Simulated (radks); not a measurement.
Results of a calculation; reference values are marked as such.
Question: Ionisation of the lead ion Pb2+, [Hg], to Pb3+, [Xe] 4f14 5d10 6s1, under several functionals. Scalar-relativistic Kohn-Sham, spin-unpolarised, spherical densities, point nucleus; a radial shooting solver on a logarithmic mesh with Libxc functionals. The NIST Atomic Spectra Database gives 31.937 eV (measured). Rank these functionals by the error of their Delta-SCF ionisation energy: exchange-only B88; XLYP; PW91; LDA (Slater exchange, Perdew-Zunger correlation); B86b exchange with PBE correlation; PBEsol; PBE; BP86; RPBE; SOGGA.

Answer: From best to worst: RPBE 32.243 eV (+0.306); SOGGA 32.338 eV (+0.401); exchange-only B88 31.501 eV (-0.437); PBE 32.410 eV (+0.473); B86b exchange with PBE correlation 32.442 eV (+0.505); PBEsol 32.480 eV (+0.543); XLYP 32.490 eV (+0.553); PW91 32.518 eV (+0.581); BP86 32.595 eV (+0.657); LDA (Slater exchange, Perdew-Zunger correlation) 32.878 eV (+0.940). Spin polarisation and multiplet splitting are left out, so open shells lie too high by an amount that depends on their filling.

Beside tabulated values, note that spin-unpolarised runs miss the spin-polarisation part of the exchange energy of open shells, and scalar-relativistic runs lack spin-orbit coupling.
